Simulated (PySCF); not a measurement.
# Stretching one bond of AlBHN

These are calculations, not measurements. The program is PySCF 2.14.0, an open-source quantum chemistry code, run on an isolated molecule that a program drew, which may never have been made. The molecule is AlBHN (charge 0, singlet), drawn as the SMILES string `B=[N][Al]`.

The structure below is the HF double-zeta minimum with every atom moved a little at random, so it isn't optimised. Bond B1-H4 is then set to each length in the table by shifting atom 4 along it, with nothing else relaxed.
```xyz
4
AlBHN, angstrom
B    -0.2735    2.7157    1.3983
N    -0.0474    2.2935    0.3433
Al    0.5396    1.6981   -1.3570
H    -0.5939    3.0931    2.3867
```

E is the energy above the same method's energy at the HF double-zeta minimum. IE is the energy to remove one electron at fixed geometry, to the doublet state of charge +1, as a difference of total energies. The basis family is cc-pV(n+d)Z, with UHF for radicals and no spin-orbit coupling. Best is HF at quadruple zeta, plus MP2 correlation extrapolated from triple and quadruple zeta, plus CCSD(T) minus MP2 at triple zeta, with a frozen core. The other columns are at triple zeta.

| bond (Å) | E CCSD (kcal/mol) | E HF (kcal/mol) | E CCSD(T) (kcal/mol) | E best (kcal/mol) | IE CCSD (eV) | IE HF (eV) | IE CCSD(T) (eV) | IE best (eV) | T1 |
|---|---|---|---|---|---|---|---|---|---|
| 0.9895 | 27.43 | 25.36 | 28.33 | 27.20 | 8.836 | 7.755 | 8.860 | 8.934 | 0.014 |
| 1.0185 | 22.81 | 20.71 | 23.70 | 22.62 | 8.837 | 7.757 | 8.862 | 8.935 | 0.014 |
| 1.0805 | 16.42 | 14.32 | 17.28 | 16.29 | 8.841 | 7.762 | 8.865 | 8.938 | 0.014 |
| 1.1055 | 14.95 | 12.88 | 15.80 | 14.85 | 8.843 | 7.765 | 8.867 | 8.940 | 0.014 |
| 1.5435 | ? | ? | ? | ? | ? | ? | ? | ? | ? |
| 1.6355 | 47.05 | 48.73 | 47.36 | 46.91 | 8.903 | 7.843 | 8.927 | 8.999 | 0.015 |

T1 is the CCSD diagnostic of the starting molecule.

**Estimate the best E and IE at 1.5435 Å from the other rows.**

A least-squares cubic in the inverse of the bond length through the other values of E best gives 37.52 kcal/mol there. A least-squares quadratic in the bond length through IE best gives 8.985 eV. The calculation gives 37.85 kcal/mol and 8.987 eV, so the fits miss by 0.33 kcal/mol and 0.002 eV. The same recipe one zeta lower moves these two values by 0.65 kcal/mol and 0.01 eV, a gauge of their own error. The rest of the row: E is 37.89 (CCSD), 38.48 (HF), 38.33 (CCSD(T)); IE is 8.892 (CCSD), 7.828 (HF), 8.916 (CCSD(T)); T1 is 0.015.
